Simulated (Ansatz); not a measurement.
System: CoI$_{2}$, net charge 0, quartet state. The spin state was set by rule; other spins were not relaxed. 
Structure (B3LYP-D3(BJ)/def2-TZVP (Ansatz, a program for electronic structure) minimum search):
SMILES: [I][Co][I]
```xyz
3

Co     0.0000     0.0000     0.0000
I      0.0000     0.0000    -2.4310
I      0.0000     0.0000     2.4310
```
Charge 0, spin multiplicity 4.

Wanted: atomisation energy (electronic, to ground-state atoms), in eV. Valence correlation only, unless marked. Open shells are spin-unrestricted. Spin-orbit coupling is left out. Frozen are the shells of the preceding noble gas and the d and f shells that filled before the atom's block. Past Kr the def2 sets carry scalar-relativistic core potentials. STO-3G rows are all-electron and non-relativistic. The coupled-cluster limit lacks core correlation, which all-electron functionals hold. CBS marks a two-point X^-3 extrapolation of the correlation energy; Hartree-Fock from the larger set. [CCSD(T)-MP2]/basis is that difference in the basis named.

```json
[
 {"level": "PBE-D4/def2-TZVPD", "program": "Ansatz + dftd4", "atomisation energy (eV)": "6.41"},
 {"level": "revPBE-D4/def2-TZVPD", "program": "Ansatz + dftd4", "atomisation energy (eV)": "6.05"},
 {"level": "PBE0-D3(BJ)/def2-TZVP", "program": "Ansatz + dftd3", "atomisation energy (eV)": "6.11"},
 {"level": "PBE0/def2-TZVPD", "program": "Ansatz", "atomisation energy (eV)": "6.03"}
]
```

**Question.** What does RI-MP2/CBS(def2-TZVPP,def2-QZVPP)+[CCSD(T)-MP2]/def2-TZVPP (Ansatz) give?

**Answer.** 5.97 eV, so PBE0/def2-TZVPD differs from it by 0.06 eV.
